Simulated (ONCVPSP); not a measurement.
**What one change does to a pseudopotential (Co, ONCV)**

* Element: Co (Z = 27)
* Generator: ONCVPSP 4.0.1
* Type: optimised norm-conserving Vanderbilt (ONCV)
* Functional: PBE
* Relativity: scalar-relativistic
* Frozen core: [Ne]
* Valence charge: 17
* Reference configuration: 3s2 3p6 3d7 4s2
* Partial waves: 3s+4s: rc 1.15 bohr, ncon 3, nbas 6, qcut 9.5 1/bohr, 2 projectors; 3p: rc 1.15 bohr, ncon 4, nbas 7, qcut 10.6 1/bohr, 2 projectors, debl 1.5 Ha; 3d: rc 1.70 bohr, ncon 4, nbas 8, qcut 10 1/bohr, 2 projectors, debl 0.8 Ha
* Local potential: polynomial inside 1.05 bohr (lpopt 5, dvloc0 4 Ha)
* Core correction: Teter function, fcfact 2.5, rcfact 1.35

In the p channel the program set the typed energies aside and used -2.412, 0.250 Ha.

Change: d: rc 1.88.

Cutoffs: the cutoffs (Ha) at which the residual kinetic energy of the hardest occupied pseudo-wave falls to 1 and 0.1 mHa per electron; they do not see the model core or the augmentation charge, which bear on the density cutoff. Errors are all-electron minus pseudo energies relative to the spin-unpolarised reference configuration.

Q: Predict the effect on cutoff, ghosts and configuration errors.

A: The potential gets neither clearly harder nor softer (38 Ha and 45 Ha → 38 Ha and 45 Ha); of the 4 tests that both files solve, the error grows in 2 and shrinks in 1 by more than 15 % and 0.3 meV (median size 21.9 → 30.7 meV); neither file shows a bound ghost.

| quantity | base | changed |
| --- | --- | --- |
| cutoff, loose | 38 Ha | 38 Ha |
| cutoff, tight | 45 Ha | 45 Ha |
| loose cutoff by channel | s 34 Ha, p 38 Ha, d 37 Ha | s 34 Ha, p 38 Ha, d 34 Ha |
| bound ghosts | none | none |
| GHOST(+) flags under 300 eV | none | none |
| error for 3s2 3p6 3d7 4s1, meV [ΔE 9.03 eV] | +1.2 | +1.3 |
| error for 3s2 3p6 3d7 4s0, meV [ΔE 25.82 eV] | +6.3 | +4.6 |
| error for 3s2 3p6 3d6 4s0, meV [ΔE 61.69 eV] | +38 | +57 |
| error for 3s2 3p6 3d6 4s2 4p1, meV [ΔE 9.66 eV] | +96 | +137 |
| s: phases at 1.16 bohr within 0.05 rad from the reference energy up to (Ha; the scan ends near 5) | to the end of the scan | to the end of the scan |
| p: phases at 1.16 bohr within 0.05 rad from the reference energy up to (Ha; the scan ends near 5) | to the end of the scan | to the end of the scan |
| rms error of d²Exc/dni dnj with the model core, mHa | 0.71 | 1.11 |
